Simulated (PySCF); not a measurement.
Work out the structure from these simulated measurements.

Elements present: C, F, H and S. Monoisotopic mass: 134.0002 u.

| Quantity | Value |
| --- | --- |
| 1H NMR | chemical shifts (computed TMS as zero) by class: 7.87 (1 H), 7.24 (1 H), 7.21 (1 H), 6.97 (1 H) ppm [GIAO PBE0/pcSseg-1] |
| Rotational structure | rotational constants A, B, C: 4.062, 1.039, 0.968 GHz [GFN2-xTB] |
| UV, first state | lowest singlet excitation: 5.74 eV (216 nm, f = 0.060) [TDDFT CAM-B3LYP/def2-SVPD] |
| 13C NMR | chemical shifts (computed TMS as zero) by class: 143.6 (1 C), 136.3 (1 C), 133.9 (1 C), 130.8 (1 C), 117.3 (1 C) ppm [GIAO PBE0/pcSseg-1] |
| Polarisability | 74.6 au [CAM-B3LYP/def2-SVPD] |
| Dipole | 2.45 D [CAM-B3LYP/def2-SVPD] |
| Triplet | lowest triplet excitation (Tamm–Dancoff): 3.74 eV [TDA CAM-B3LYP/def2-SVPD] |
| NMR, other nuclei | isotropic shieldings of nuclei other than C and H, by class: 286 (2 F), 261 (1 S) ppm [GIAO PBE0/pcSseg-1] |
| UV, strongest line | among the 8 lowest singlet transitions: S7 at 7.53 eV (165 nm, f = 0.421) [TDDFT CAM-B3LYP/def2-SVPD] |

The electronic properties come from PySCF, for the isolated species, density fitting. Levels stand in brackets. Isolated species at its GFN2-xTB geometry (one conformer only). NMR classes are plain means over equivalent atoms (diastereotopic ones count apart unless rotation or inversion swaps them), as if these changed places fast.

**Question.** Which formula fits the mass and the elements?

**Answer.** C5H4F2S (calculated 134.0002). No other formula that holds each of these elements comes within 0.0003 u with a fitting electron parity and a possible valence count.

**Question.** Give a SMILES that accounts for the data.

**Answer.** Numbering: `[F:1][CH:2]([F:3])[c:4]1[cH:5][cH:6][s:7][cH:8]1`. Its formula, C5H4F2S, gives 3 degrees of unsaturation: 1 ring and 2 π bonds in the structure found (Kekulé form). 5 carbons fall into 5 classes; from least to most shielded: substituted aromatic carbon [C4] (143.6 ppm), aromatic CH next to a ring sulfur [C8] (136.3 ppm), aromatic CH next to a ring sulfur [C6] (133.9 ppm), aromatic CH carbon [C5] (130.8 ppm), CHF2 carbon [C2] (117.3 ppm). Hydrogen classes from least to most shielded: 1 H on an aromatic CH next to a ring sulfur, C8 (7.87 ppm), 1 H on an aromatic CH carbon, C5 (7.24 ppm), 1 H on an aromatic CH next to a ring sulfur, C6 (7.21 ppm), 1 H on a CHF2 carbon, C2 (6.97 ppm). The other shieldings belong to: 286 ppm, fluorine of a CF2 group [F1/F3]; 261 ppm, thiophene-type sulfur [S7]. By its constants the optimised geometry is an asymmetric top. Structure: `FC(F)c1ccsc1`. Computed isomers that give other values at the same levels: `FCc1ccc(F)s1` (lowest singlet excitation: 5.47 eV (227 nm, f = 0.106)). The assignments are read from this structure; whether some other isomer fits the data as well wasn't checked.

Shape of the structure used: `[F:1][CH:2]([F:3])[c:4]1[cH:5][cH:6][s:7][cH:8]1`: F1–C2–C4–C5 125°.
